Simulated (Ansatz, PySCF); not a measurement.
This triplet is an excited state, 1.73 eV above the relaxed singlet at the level B3LYP/cc-pVTZ // PBE0-D3(BJ)/def2-TZVP (Ansatz, a program for electronic structure).

## CClNSi, SMILES `N#C[Si]Cl` (excited triplet) (charge 0, multiplicity 3)

Calculation: PBE0-D3(BJ)/def2-TZVP in PySCF 2.14.0.

* **highest occupied spin orbital**: -6.27 eV
* **dipole moment**: 0.657 e·Å
* **total energy**: -842.1637 Ha
* **cost**: around 70 core-seconds (rough)

Bonds (Å): N1–C2 1.160, C2–Si3 1.798, Si3–Cl4 2.029. Angles (°): N1–C2–Si3 176.0, C2–Si3–Cl4 117.8.
Charge 0, spin multiplicity 3.
